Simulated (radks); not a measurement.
Values are calculated unless marked as measured or tabulated.
Coulomb parameter of the 3d shell of neutral copper in the model configuration [Ar] 3d8.5 4s1 4p1.5, as a second difference U = [E(n + 0.25) + E(n - 0.25) - 2 E(n)] / (0.25)^2 with all orbitals relaxed. "Bare": the charge of the atom changes with n. "Screened": the 4p shell takes up the change at fixed total charge, which measures U(3d,3d) + U(4p,4p) - 2 U(3d,4p). Level of theory: Dirac Kohn-Sham, PBE, spin-unpolarised, spherical densities, finite nucleus; open shells are shared between the two j in proportion to 2j + 1; Fermi nuclear charge, rms radius 3.8823 fm (a radial shooting solver on a logarithmic mesh with Libxc functionals).

case                     configuration  E - E(n) (eV)
start             [Ar] 3d8.5 4s1 4p1.5          0.000
bare +0.25       [Ar] 3d8.75 4s1 4p1.5         -3.373
bare -0.25       [Ar] 3d8.25 4s1 4p1.5          4.229
screened +0.25  [Ar] 3d8.75 4s1 4p1.25         -2.917
screened -0.25  [Ar] 3d8.25 4s1 4p1.75          3.300

U(bare) = 13.699 eV, U(screened by 4p) = 6.123 eV, against the Slater integral F0(3d,3d) = 27.871 eV with frozen orbitals. The step up makes a negative ion, whose loosely bound charge lowers the bare value.
